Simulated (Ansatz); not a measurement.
`B/C=C1\O[SiH2]1` + `[AlH2][SiH3]` → `[BH2][AlH][SiH3]` + `C=C1O[SiH2]1`  (formal exchange of groups at a B–C bond)

Calculated with Ansatz (gas phase, PBE0-D4/def2-TZVP geometries, no zero-point term in ΔE). CCSD(T)/CBS adds triple-zeta CCSD(T) − MP2 to the extrapolated MP2 energy (def2 sets, frozen cores). This one scheme is used for every species.

```
           species  CCSD(T)/CBS(def2) energy (Eh)
 `B/C=C1\O[SiH2]1`                     -468.09320
    `[AlH2][SiH3]`                     -534.06280
`[BH2][AlH][SiH3]`                     -559.42478
    `C=C1O[SiH2]1`                     -442.70645
```

Problem. Work out ΔE.

Solution. ΔE = (-559.42478) + (-442.70645) − (-468.09320) − (-534.06280) = 0.02477 Eh = +65.0 kJ/mol.

Largest T1 diagnostic among the species: 0.016.

At CCSD(T), def2-SVP lies +9.8 kJ/mol from the extrapolated value and def2-TZVPP +0.9 kJ/mol. Leaving LDA and LC-ωPBE aside and taking each functional with its dispersion term where it has one, the values, not all of them listed here, spread over 13.9 kJ/mol, from HSE06-D4 to B97M-V. LDA lies +8.0 kJ/mol from PBE without D4.
